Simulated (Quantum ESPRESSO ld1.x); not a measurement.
Values are calculated unless marked as measured or tabulated.
The mean radii <r> (bohr) of the occupied orbitals of an atom or ion are listed with their occupations. Level of theory: scalar-relativistic Kohn-Sham, LDA (Slater exchange, Perdew-Wang correlation), spin-polarised, spherical densities, point nucleus (ld1.x of Quantum ESPRESSO 7.5).

| orbital | occ. | <r> |
|---|---|---|
| 1s up | 1 | 0.02192 |
| 1s down | 1 | 0.02192 |
| 2s up | 1 | 0.09335 |
| 2s down | 1 | 0.09334 |
| 2p up | 3 | 0.08240 |
| 2p down | 3 | 0.08240 |
| 3s up | 1 | 0.2441 |
| 3s down | 1 | 0.2440 |
| 3p up | 3 | 0.2424 |
| 3p down | 3 | 0.2424 |
| 3d up | 5 | 0.2204 |
| 3d down | 5 | 0.2204 |
| 4s up | 1 | 0.5289 |
| 4s down | 1 | 0.5290 |
| 4p up | 3 | 0.5502 |
| 4p down | 3 | 0.5505 |
| 4d up | 5 | 0.5696 |
| 4d down | 3 | 0.5702 |

Name the element and its charge. Open shells, if any, are filled with parallel spins first.

Answer. Z = 64, gadolinium, charge +20: Gd20+ in [Kr] 4d8. The 1s radius gives Z: for a bare nucleus <r> = (2 gamma + 1)/(2Z) with gamma = sqrt(1 - (Z/c)^2), 0.02163 bohr for Z = 64, and screening makes it slightly larger (0.02192 here). The occupations add up to 44, and the charge is Z minus that.
